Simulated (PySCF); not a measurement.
Compound: C7H13B.
InChI=1S/C7H13B/c1-6-3-2-4-7(8)5-6/h7H,1-5,8H2/t7-/m1/s1

The closed-shell ground state was solved at several levels (PySCF, density fitting, gas phase, non-relativistic). Isolated species at its PBE0-D3(BJ)/def2-SVP geometry (one conformer only).

```
              level  basis functions  HOMO (eV)  LUMO (eV)  gap (eV)  dipole (D)
      PBE0/pcSseg-1              201      -7.03      -1.33      5.70        0.74
CAM-B3LYP/def2-SVPD              264      -8.35      -0.27      8.08        0.73
```

Q: Estimate the row for wB97X-D/pcSseg-1, a basis of 201 functions; the other rows only guide the guess.

A: HOMO -8.86 eV, LUMO 0.59 eV, gap 9.45 eV, dipole 0.70 D.

Q: Over all these levels, which gives the widest orbital gap and which the narrowest?

A: wB97X-D/pcSseg-1 (range-separated hybrid) has the widest, 9.45 eV, and PBE0/pcSseg-1 (global hybrid, 25 % exact exchange) the narrowest, 5.70 eV. The two share the basis. From the narrowest to the widest the HOMO moves by -1.83 eV and the LUMO by +1.92 eV.

Q: How far do the dipole and the HOMO energy spread over the levels?

A: The dipole runs from 0.70 to 0.74 D (mean 0.72 D) and the HOMO from -8.86 to -7.03 eV.
